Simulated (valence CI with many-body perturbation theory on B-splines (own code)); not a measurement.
# Se12+: magnetic and hyperfine properties of the levels

Computed by relativistic CI+MBPT: four valence electrons over a frozen Dirac-Fock core [Ar], a basis of 7 s, 7 p, 8 d, 6 f, 4 g, 1 h functions for each j, with the one-electron correlation potential Σ1, the two-electron term Σ2, the three-electron term Σ3, Breit, model QED; selected CI, second order for the rest, scaled by the run's own slope (own B-spline code, finite nucleus).

No measured spectrum was set against this ion. As an estimate, terms of the open shell hold to 2 to 4 % of their energy, and close levels can change places. The list stops below the first excitations out of the core. Only levels of the ground parity were solved; by the run's estimate the other parity begins above the list, which can be wrong where configurations are misplaced.

A/g_I is the dipole constant over the nuclear g factor μ/I (μ in nuclear magnetons, uniformly magnetised nucleus), B/Q the quadrupole constant per barn. Both hold the static response of the core; the bare values leave it out. Large factors of s and p1/2 electrons are usually good to 5 to 10 %; those of open d and f shells near neutrality can be off by tens of per cent, and small factors of p3/2, d and f electrons come from cancelling terms and can be off by a factor of two or in sign, in half-filled shells by more. B is blank for J = 1/2, where it vanishes, and for nearly pure S terms. Energies count from the lowest level. Levels with J = 0 are left out.

Names give the largest LS component (configuration and term), which can be under half, so a name can repeat, a term be missing and a line seem to break the LS rules; names also repeat where a configuration has a term twice. Letters in brackets count levels of one name in rising energy.

```csv
Level,E (cm⁻¹),g,A/g_I (MHz),A/g_I bare,B/Q (MHz/b),B/Q bare
3d4 5D_1,1462,1.499,209,446,1230,1270
3d4 5D_2,3804,1.498,566,803,778,802
3d4 5D_3,6631,1.496,959,1190,-866,-895
3d4 5D_4,9722,1.494,1340,1580,-3580,-3700
3d4 3H_4,49008,0.867,2900,2860,1860,1920
3d4 3H_5,52490,1.048,2450,2490,2180,2260
3d4 3P_1 [a],52626,1.483,1080,1310,-171,-181
3d4 3H_6,54921,1.159,2340,2430,1840,1900
3d4 3F_3 [a],55720,0.960,2750,2750,132,137
3d4 3F_2 [a],56613,0.678,3350,3240,-203,-211
3d4 3F_4 [a],58003,1.145,2100,2190,-329,-339
3d4 3P_2 [a],61973,1.476,1300,1530,59.5,58.9
3d4 3G_3,64624,0.877,2680,2650,-756,-786
3d4 3G_4,65279,1.071,2460,2510,-998,-1030
3d4 3G_5,67866,1.183,2030,2140,-1350,-1400
3d4 3D_3,77040,1.324,1750,1920,517,540
3d4 3D_2,78150,1.167,2120,2220,749,779
3d4 1I_6,78464,1.006,2570,2600,3520,3640
3d4 3D_1,79860,0.517,3810,3640,445,462
3d4 1G_4 [a],82052,1.018,2280,2320,-1470,-1510
3d4 1D_2 [a],98586,1.012,2590,2620,1880,1930
3d4 1F_3,108970,1.008,2500,2530,4220,4350
3d4 3P_2 [b],126010,1.486,1210,1450,925,962
3d4 3F_4 [b],128500,1.242,1740,1870,3880,4010
3d4 3F_2 [b],129690,0.676,3770,3660,3050,3150
3d4 3F_3 [b],130650,1.079,2480,2540,3220,3320
3d4 3P_1 [b],133100,1.498,337,575,-800,-827
3d4 1G_4 [b],146550,1.005,2650,2680,1510,1560
3d4 1D_2 [b],191580,0.999,2570,2600,-4240,-4370
```

Q: Take the isotope of mass number 79, with I = 7/2, μ = -1.018 μN and Q = 0.8 b. What is the hyperfine structure of 3d4 3H_6?

A: From the table A = -682 MHz, B = 1470 MHz. Shifts from the centre of gravity in MHz: F = 5/2: 17300, F = 7/2: 14700, F = 9/2: 11300, F = 11/2: 7330, F = 13/2: 2750, F = 15/2: -2380, F = 17/2: -7970, F = 19/2: -14000.
